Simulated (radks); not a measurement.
Spin polarisation of the 4f1 shell in Ce. Start: [Xe] 4f(up 0.5, down 0.5) 5d(up 0.5, down 0.5) 6s2; electrons of 4f are moved from spin down to spin up, other shells keep equal spins. All-electron calculation, scalar-relativistic Kohn-Sham, r2SCAN, spin-polarised, spherical densities, finite nucleus; meta-GGA in the generalised Kohn-Sham scheme; Fermi nuclear charge, rms radius of each element as measured or else 0.836 A^(1/3) + 0.57 fm. Program: a radial shooting solver on a logarithmic mesh with Libxc functionals.

moment (Bohr magnetons),E - E(0) (eV),e(4f up) (eV),e(4f down) (eV),5d down minus up (eV),6s down minus up (eV),5p down minus up (eV)
0,0.000,-5.022,-5.022,0.000,0.000,0.000
0.25,-0.015,-5.137,-4.904,0.046,0.015,0.107
0.5,-0.058,-5.246,-4.781,0.091,0.031,0.215
0.75,-0.131,-5.351,-4.654,0.137,0.046,0.322
1,-0.233,-5.452,-4.523,0.183,0.062,0.430

At moment 1 the spin-polarisation energy is -0.233 eV and the 4f exchange splitting 0.929 eV, that is 0.929 eV per Bohr magneton; E = -I m^2/4 would give I = 0.931 eV.
